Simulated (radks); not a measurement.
Species: the bismuth ion Bi+. Configuration: [Xe] 4f14 5d10 6s1.75 6p2 7p0.25 (fractional occupations, a model configuration).

All-electron calculation, scalar-relativistic Kohn-Sham, LDA (Slater exchange, VWN5 correlation), spin-polarised, spherical densities, finite nucleus; open shells are filled with parallel spins first (spin-orbit coupling, left out, can overturn this in heavy ions); Fermi nuclear charge, rms radius 5.5211 fm. Program: a radial shooting solver on a logarithmic mesh with Libxc functionals.

Energy parts (eV):
part                       energy
total                  -585382.71
kinetic                 663274.95
electron-nucleus      -1462241.17
Hartree                 224001.10
exchange-correlation    -10417.59

Orbitals (lengths in bohr, moments of r in powers of bohr; r(90%) holds 90 % of the orbital's charge):
| orbital | occ. | eigenvalue (eV) | r(90%) |
|---|---|---|---|
| 1s up | 1 | -90556.55 | 0.0290 |
| 1s down | 1 | -90556.51 | 0.0290 |
| 2s up | 1 | -16281.61 | 0.104 |
| 2s down | 1 | -16281.59 | 0.104 |
| 2p up | 3 | -13941.25 | 0.0989 |
| 2p down | 3 | -13941.22 | 0.0989 |
| 3s up | 1 | -3937.403 | 0.252 |
| 3s down | 1 | -3937.378 | 0.252 |
| 3p up | 3 | -3268.418 | 0.260 |
| 3p down | 3 | -3268.391 | 0.260 |
| 3d up | 5 | -2593.587 | 0.244 |
| 3d down | 5 | -2593.563 | 0.244 |
| 4s up | 1 | -910.4565 | 0.541 |
| 4s down | 1 | -910.4175 | 0.541 |
| 4p up | 3 | -691.0843 | 0.583 |
| 4p down | 3 | -691.0416 | 0.583 |
| 4d up | 5 | -439.7496 | 0.629 |
| 4d down | 5 | -439.7023 | 0.629 |
| 5s up | 1 | -167.7255 | 1.18 |
| 5s down | 1 | -167.6193 | 1.18 |
| 4f up | 7 | -162.7938 | 0.698 |
| 4f down | 7 | -162.7416 | 0.698 |
| 5p up | 3 | -105.8122 | 1.37 |
| 5p down | 3 | -105.6802 | 1.36 |
| 5d up | 5 | -37.0597 | 1.86 |
| 5d down | 5 | -36.7063 | 1.84 |
| 6s up | 1 | -24.2793 | 3.05 |
| 6s down | 0.75 | -23.0022 | 3.03 |
| 6p up | 2 | -13.3592 | 3.99 |
| 6p down | 0 | -11.9464 | 4.08 |
| 7p up | 0.25 | -3.7520 | 10.2 |
| 7p down | 0 | -3.4496 | 10.7 |

The highest occupied level is 7p up at -3.752 eV. The configuration is held as typed, so some empty levels lie below it. Spin moment in Bohr magnetons: 2.5. The spin density at the nucleus is 76.65 e/bohr^3 (1s -0.33, 2s 0.25, 3s 0.14, 4s -0.09, 5s -0.23, 6s 76.91). Summed over all electrons, <r^2> = 72.16 bohr^2, which gives a Langevin (diamagnetic) susceptibility term of -57.1 x 10^-6 cm^3/mol. The density falls to 0.001 e/bohr^3 at r = 4.29 bohr.
